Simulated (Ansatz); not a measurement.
A trace of molecular dynamics of BH4NSSi (8 atoms, charge 0, multiplicity 1).

Computed with Ansatz, RKS BHLYP/def2-SVP.

```yaml
ensemble: NVT, Langevin thermostat
set_temperature: 300 K
friction: 0.005 /fs
seed: 104504
```

```json
{"time (fs)": "0.0", "T (K)": "262", "potential energy less start (eV)": "0.000"}
{"time (fs)": "8.0", "T (K)": "736", "potential energy less start (eV)": "3.534"}
{"time (fs)": "16.0", "T (K)": "780", "potential energy less start (eV)": "1.344"}
{"time (fs)": "24.0", "T (K)": "864", "potential energy less start (eV)": "6.219"}
{"time (fs)": "32.0", "T (K)": "3869", "potential energy less start (eV)": "6.499"}
{"time (fs)": "40.0", "T (K)": "890", "potential energy less start (eV)": "7.356"}
{"time (fs)": "48.0", "T (K)": "2210", "potential energy less start (eV)": "10.070"}
{"time (fs)": "56.0", "T (K)": "7825", "potential energy less start (eV)": "12.245"}
{"time (fs)": "64.0", "T (K)": "8001", "potential energy less start (eV)": "14.541"}
{"time (fs)": "72.0", "T (K)": "6843", "potential energy less start (eV)": "14.811"}
{"time (fs)": "80.0", "T (K)": "9051", "potential energy less start (eV)": "12.323"}
{"time (fs)": "88.0", "T (K)": "68367", "potential energy less start (eV)": "12.555"}
{"time (fs)": "96.0", "T (K)": "64258", "potential energy less start (eV)": "11.424"}
{"time (fs)": "104.0", "T (K)": "65619", "potential energy less start (eV)": "17.252"}
{"time (fs)": "112.0", "T (K)": "58475", "potential energy less start (eV)": "18.679"}
{"time (fs)": "120.0", "T (K)": "54283", "potential energy less start (eV)": "17.531"}
{"time (fs)": "128.0", "T (K)": "50502", "potential energy less start (eV)": "17.589"}
{"time (fs)": "136.0", "T (K)": "46396", "potential energy less start (eV)": "17.423"}
{"time (fs)": "144.0", "T (K)": "43061", "potential energy less start (eV)": "17.823"}
{"time (fs)": "152.0", "T (K)": "39799", "potential energy less start (eV)": "18.522"}
{"time (fs)": "160.0", "T (K)": "37463", "potential energy less start (eV)": "17.821"}
```

Q: Is this trajectory sound?

A: The temperature shot up to 68000 K, far beyond the bath's, so the integration failed: the time step of 4 fs is too long for the fastest motions that this run met, and the later frames carry no physical meaning.

The run took 2.1 min on 1 thread of Arm Neoverse V2, with other jobs on the host, peak memory 0.18 GiB.
